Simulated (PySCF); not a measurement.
Geometry (Å), atoms numbered from 1 in this order:
```xyz
15

B    -1.059    0.695    0.003
B     0.426    0.839    0.986
B    -0.175   -0.677    0.510
B    -0.178   -0.359   -1.160
B     1.311   -0.198   -0.188
H    -2.208    0.998    0.160
H     0.678    1.296    2.064
S    -0.606   -2.160    1.531
H    -1.549   -2.644    0.697
H    -0.506   -1.036   -2.093
H     2.380   -0.737   -0.192
H    -0.296    1.768    0.301
H     1.491    1.087    0.182
H     1.026    0.199   -1.449
H    -0.767    0.855   -1.306
```

Geometry: PBE0-D3(BJ)/def2-SVP; GIAO absolute shieldings from PySCF, gas phase, non-relativistic, averaged over equivalent atoms.

At PBE0/pcSseg-1 (154 basis functions, 23 s wall time on 1 thread of an Arm Neoverse V1, shared host):
```csv
atoms,σ (ppm)
B1/B2/B4/B5,119.5
B3,146.8
H6/H7/H10/H11,28.32
H9,31.50
H12/H13/H14/H15,33.13
S8,829.0
```

What do these become at B3LYP/pcSseg-1?

## Answers


| atoms | σ at B3LYP/pcSseg-1 | change |
| --- | --- | --- |
| B1/B2/B4/B5 | 115.5 | -4.0 |
| B3 | 143.7 | -3.1 |
| H6/H7/H10/H11 | 28.54 | +0.22 |
| H9 | 31.83 | +0.33 |
| H12/H13/H14/H15 | 33.26 | +0.13 |
| S8 | 807.6 | -21.4 |

The largest change is at S8 (sulfur bonded to B, H). Cost: 154 basis functions, 14 s wall time on 1 thread of an Arm Neoverse V1, shared host.
